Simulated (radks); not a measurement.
Species: the chromium ion Cr2+. Configuration: [Ar] 3d4 (the NIST ground configuration). All-electron calculation, scalar-relativistic Kohn-Sham, PBE, spin-polarised, spherical densities, finite nucleus; open shells are filled with parallel spins first; Fermi nuclear charge, rms radius 3.6452 fm. Program: a radial shooting solver on a logarithmic mesh with Libxc functionals.

Local quantities along the radius. ELF = 1/(1 + alpha^2) is the electron localisation function; alpha = (tau - tau_W)/tau_unif compares the Pauli kinetic energy density with that of the uniform gas (summed over spins); s = |grad rho|/(2 (3 pi^2)^(1/3) rho^(4/3)) is the reduced gradient; r v_xc is r times the local exchange-correlation potential of spin up (hartree bohr); 4 pi r^2 rho is in e/bohr. tau is taken from the large components.

r (bohr)    ELF    alpha       s   r v_xc  4 pi r^2 rho
0.004936  1.000  0.01707  0.4404  -0.1330         2.424
0.006326  1.000  0.01852  0.4398  -0.1572         3.696
0.008106  1.000  0.02068  0.4441  -0.1867         5.529
0.01039   0.999  0.02394  0.4537  -0.2220         8.077
0.01321   0.999  0.02878  0.4690  -0.2617         11.32
0.01692   0.999  0.03679  0.4922  -0.3081         15.45
0.02169   0.997  0.05046  0.5252  -0.3586         20.07
0.02757   0.994  0.07450  0.5689  -0.4084         24.39
0.03533   0.985   0.1238  0.6290  -0.4565         27.69
0.04527   0.949   0.2320  0.7036  -0.4950         28.73
0.05755   0.818   0.4717  0.7743  -0.5185         27.22
0.07375   0.506   0.9890  0.7833  -0.5292         24.09
0.0945    0.285    1.584  0.6215  -0.5331         21.98
0.1211    0.334    1.411  0.3723  -0.5888         23.44
0.154     0.590   0.8335  0.2951  -0.7195         27.90
0.1973    0.793   0.5103  0.3834  -0.8337         31.38
0.2528    0.832   0.4500  0.5607  -0.8772         28.70
0.3214    0.665   0.7105  0.7841  -0.8356         20.41
0.4118    0.219    1.887  0.8220  -0.7412         12.34
0.5278    0.210    1.940  0.3263  -0.7919         10.45
0.6709    0.626   0.7722  0.2400  -0.9937         12.65
0.8597    0.804   0.4937  0.4344   -1.109         12.98
1.102     0.765   0.5536  0.6930   -1.090         9.383
1.412     0.570   0.8690   1.046  -0.9624         4.840
1.795     0.281    1.598   1.540  -0.7803         1.954
2.3       0.095    3.093   2.326  -0.5966        0.6228
2.947     0.025    6.183   3.808  -0.4825        0.1628
3.747     0.005    14.78   7.300  -0.3988       0.03256
4.801     0.000    53.80   18.02  -0.2399      0.003564

On this mesh the ELF has minima near r = 0.11, 0.46 bohr, which separate the shells, and maxima near 0.25 (0.83), 0.86 (0.80).
